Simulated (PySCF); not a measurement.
# What a mistake does to a calculation on CFH4OSi anion

All numbers below are calculated, not measured. The program is PySCF 2.14.0, an open-source quantum chemistry code, run on an isolated molecule that a program drew, which may never have been made. The molecule is CFH4OSi anion (charge -1, singlet), drawn as the SMILES string `C[SiH]([O-])F`.

Each row is a Hartree-Fock (HF) and frozen-core CCSD(T) single point in the aug-cc-pV(D+d)Z basis, meant for a local HF minimum. Run 1 is clean. Each other run has one planted mistake out of seven kinds, and not every kind appears here: one electron removed, one electron added, multiplicity raised by two, geometry at a saddle point, minimal basis STO-3G, one bond length entered in bohr, all coordinates scaled. The reference is restricted for singlets and unrestricted otherwise, and also for a bond in bohr. Adding or removing an electron swaps singlet and doublet. Electrons count all cores. HOMO and LUMO are orbital energies over both spins, the gradient is its largest component, and the lowest frequency (negative if imaginary) is given only where the gradient is small. Bond lengths are over the 7 bonds as drawn. T1 is the CCSD diagnostic: over 0.02 (restricted) or 0.045 (unrestricted) a single reference is doubtful.

Geometry of the clean run:
```xyz
8
CFH4OSi anion, angstrom
C    -2.2027   -0.8042    0.1857
Si   -1.5289   -0.6909   -1.5869
O    -0.1022   -0.1286   -1.7565
F    -1.7444   -2.2493   -2.1035
H    -3.2127   -1.2280    0.2094
H    -2.2363    0.1880    0.6474
H    -1.5530   -1.4344    0.8018
H    -2.6188    0.0005   -2.3736
```

| run | electrons | basis functions | <S^2> | HOMO (eV) | LUMO (eV) | gradient (hartree/bohr) | lowest frequency (cm^-1) | mean bond (Å) | longest bond (Å) | T1 | HF (hartree) | CCSD(T) (hartree) | mistake |
|---|---|---|---|---|---|---|---|---|---|---|---|---|---|
| 1 | 42 | 137 | 0.000 | -5.13 | 3.82 | 2.3e-05 | 169 | 1.4136 | 1.900 | 0.0163 | -503.59565 | -504.32389 | no fault |
| 2 | 42 | 137 | 0.000 | -5.04 | 3.87 | 1.3e-01 | - | 1.3217 | 1.776 | 0.0150 | -503.55414 | -504.26747 | all coordinates scaled |
| 3 | 42 | 28 | 0.000 | 1.85 | 21.27 | 3.1e-02 | - | 1.4136 | 1.900 | 0.0157 | -497.03582 | -497.21568 | minimal basis STO-3G |
| 4 | 41 | 137 | 0.759 | -12.49 | -0.18 | 1.5e-01 | - | 1.4136 | 1.900 | 0.0277 | -503.51320 | -504.18222 | one electron removed |
| 5 | 42 | 137 | 0.690 | -5.33 | 3.76 | 1.6e-02 | - | 1.5528 | 2.069 | 0.0540 | -503.47294 | -504.20004 | ? |

**Which mistake was planted in run 5, and what did it cost?**

The mean bond changes by a factor of 1.098 and the longest by 1.089, so the molecule wasn't scaled as a whole. A length L in bohr read as angstrom grows by (1/0.5292 - 1) L = 0.890 L. The 7 bonds together grew by 7 x 0.1392 = 0.974 Å, which gives L = 1.095 Å. That is the length of one of the C-H bonds, 1.095 Å in the clean geometry. So the mistake is: one bond length entered in bohr. Subtracting run 1 and multiplying by 627.51 kcal/mol a hartree, the energy moved by 77.0 kcal/mol in HF and 77.7 kcal/mol in CCSD(T).

Cautions from the logs. Run 3: the HOMO is above zero, so the electron isn't bound and the energy depends on the basis; run 5: T1 is over the limit, so its CCSD(T) energy is less reliable.
